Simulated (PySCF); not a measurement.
Basis and Hamiltonian dependence of the ionisation energy of Rh²⁺

Rh²⁺ [Kr] 4d7 (4F) → Rh³⁺ [Kr] 4d6 (5D). All values are computed (PySCF 2.14, energy differences of UHF-based or UKS calculations, no spin-orbit coupling). Values in eV.

```csv
basis,Hamiltonian,functions,UHF,LDA,PBE0,MP2 (valence),CCSD(T) (valence),CCSD(T) (valence and next inner shell)
def2-SVP with the def2 core potential (28 electrons),ECP,31,30.059,n/a,31.647,30.741,n/a,n/a
def2-TZVP with the def2 core potential (28 electrons),ECP,40,29.413,n/a,n/a,30.366,n/a,n/a
ANO-RCC-VDZP,spin-free X2C,43,29.549,n/a,n/a,30.724,30.702,n/a
x2c-SVPall,spin-free X2C,53,29.353,n/a,n/a,30.338,n/a,n/a
aug-cc-pVDZ-PP with ECP28MDF,ECP,54,29.340,31.307,31.010,30.449,30.462,n/a
def2-TZVPPD with the def2 core potential (28 electrons),ECP,56,29.428,31.359,31.060,30.709,30.701,30.615
cc-pVTZ-PP with ECP28MDF,ECP,63,29.303,n/a,n/a,30.615,n/a,n/a
ANO-RCC-VTZP,spin-free X2C,68,29.351,31.475,31.059,30.669,30.656,30.620
def2-QZVPPD with the def2 core potential (28 electrons),ECP,88,29.424,31.354,31.058,30.788,30.769,n/a
aug-cc-pVTZ-PP with ECP28MDF,ECP,88,29.304,31.251,30.955,30.650,30.639,n/a
"x2c-TZVPPall with one added diffuse shell each of s, p, d, f type",spin-free X2C,95,29.355,31.527,31.091,30.680,30.668,30.648
aug-cc-pwCVTZ-PP with ECP28MDF,ECP,122,29.308,31.257,30.957,30.723,n/a,n/a
aug-cc-pwCVTZ-DK,spin-free X2C,136,29.334,31.512,31.067,30.741,n/a,n/a
"aug-cc-pwCVTZ-DK with one added diffuse shell each of s, p, d, f, g type",spin-free X2C,161,29.334,n/a,n/a,n/a,n/a,n/a
```

Frozen in the all-electron rows: valence: [Kr]; valence and next inner shell: [Ar] 3d10; with a core potential, the same shells as far as they lie outside it.

At UHF, def2-SVP with the def2 core potential (28 electrons) lies more than 0.3 eV from the median of the rows with comparable relativity. Sets contracted for the neutral atom can be stiff in a shell that they treat as core.

Between the lowest levels the reference is 31.06 eV (semi-empirical (NIST evaluation); NIST Atomic Spectra Database, ionization energies); it includes spin-orbit coupling, which these numbers lack.
